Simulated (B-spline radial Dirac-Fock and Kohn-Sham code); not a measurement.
## Radiative decay of the L1 hole in Tb³⁺

System: terbium as Tb³⁺, configuration [Xe] 4f7 5d1 (an excited configuration).

Input of the calculation (task.json; shells as n, l, electrons):

```json
{"items": [{
  "Z": 65,
  "q": 3,
  "cfg": [[1, 0, 2], [2, 0, 2], [2, 1, 6], [3, 0, 2], [3, 1, 6], [3, 2, 10], [4, 0, 2], [4, 1, 6], [4, 2, 10], [4, 3, 7], [5, 0, 2], [5, 1, 6], [5, 2, 1]],
  "A": 159,
  "rrms": 5.06,
  "do": ["binding", "quiet", "decay"],
  "holes": ["K", "L1", "L2", "L3", "M1", "M2", "M3", "M4", "M5", "N1", "N2", "N3", "N4", "N5"]
}]}
```

Run with: `python xray_run.py task.json out`

These are calculated numbers from an atomic code on a B-spline grid; the model is independent-particle rates on relativistic LDA orbitals of the hole state (multipoles up to L = 3, Coulomb Auger matrix elements, transition energies from Dirac-Fock).

```csv
line,multipole,energy (eV),width (meV),share (%)
L1-L2,E1,461.5,0.143,0.0330
L1-L3,E1,1199.3,5.65,1.30
Lβ4,E1,6943.8,135,31.1
Lβ3,E1,7098.5,191,44.0
L1-M4,E2,7437.9,3.04,0.699
L1-M5,E2,7470.8,4.54,1.05
Lγ2,E1,8387.6,32.4,7.47
Lγ3,E1,8422.3,47.9,11.0
L1-N4,E2,8554.7,0.410,0.0943
L1-N5,E2,8561.0,0.633,0.146
L1-O2,E1,8696.0,5.33,1.23
Lγ4,E1,8701.2,7.82,1.80
```

The listed lines hold 100.0 % of the radiative rate. The radiative width is 0.434 eV in the length form and 0.435 eV in the velocity form; the two differ because the transition energies are not eigenvalue differences of the potential that gave the orbitals.
